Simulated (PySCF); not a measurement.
Mayer bond orders and bond lengths

C₅H₅NS.
SMILES with atom numbers: `[CH2:1]=[N:2][c:3]1[cH:4][cH:5][s:6][cH:7]1` (hydrogens: H8, H9 on C1; H10 on C4; H11 on C5; H12 on C7)

Geometry (GFN2-xTB, Å), atoms numbered from 1 in this order:
```xyz
12
C5H5NS angstrom
C     -2.2707   -0.0712    0.6774
N     -1.2996   -0.7375    0.2383
C     -0.0804   -0.1807   -0.0756
C      1.1327   -0.9112    0.0915
C      2.2151   -0.2249   -0.3381
S      1.7940    1.3097   -0.9997
C      0.1376    1.0457   -0.6471
H     -3.2023   -0.5899    0.8499
H     -2.2418    0.9965    0.9109
H      1.1620   -1.8908    0.5309
H      3.2440   -0.5240   -0.3252
H     -0.5894    1.7777   -0.9391
```

Bond orders from the PBE0/pcSseg-1 density (PySCF). The structure is a single GFN2-xTB conformer in the gas phase; no vibrational or solvent corrections.

**Question.** How far do the computed orders between heavy atoms stray from the drawn ones?

**Answer.** The largest departure is 0.338, at S6–C7 (drawn aromatic, 1.162), counting aromatic bonds as 1.5. The bonds drawn aromatic range from 1.16 to 1.59.

**Question.** Set the Mayer orders of the bonds between heavy atoms beside their lengths.

**Answer.** 
```csv
bond,drawn as,length (Å),Mayer order
C1–N2,double,1.257,1.913
N2–C3,single,1.377,1.099
C3–C4,aromatic,1.426,1.239
C4–C5,aromatic,1.352,1.592
C5–S6,aromatic,1.723,1.168
S6–C7,aromatic,1.714,1.162
C7–C3,aromatic,1.370,1.494
```

By pair of heavy elements: C–N: lowest N2–C3 (1.099, 1.377 Å), highest C1–N2 (1.913, 1.257 Å). C–C: lowest C3–C4 (1.239, 1.426 Å), highest C4–C5 (1.592, 1.352 Å). C–S: all 2 within 0.02 of one another (1.162 to 1.168).

**Question.** And the bonds to hydrogen?

**Answer.** C–H: 0.93 to 0.97 (5 bonds).

**Question.** Sum the orders of all bonds at each heavy atom with more than one neighbour and set the sums beside the valence in the SMILES.

**Answer.** C1 3.795 (drawn 4), N2 3.012 (drawn 3), C3 3.832 (drawn 4), C4 3.801 (drawn 4), C5 3.713 (drawn 4), S6 2.330 (drawn 2), C7 3.603 (drawn 4). Orders between atoms that aren't bonded are not in these sums.

Mayer orders depend on the basis set.
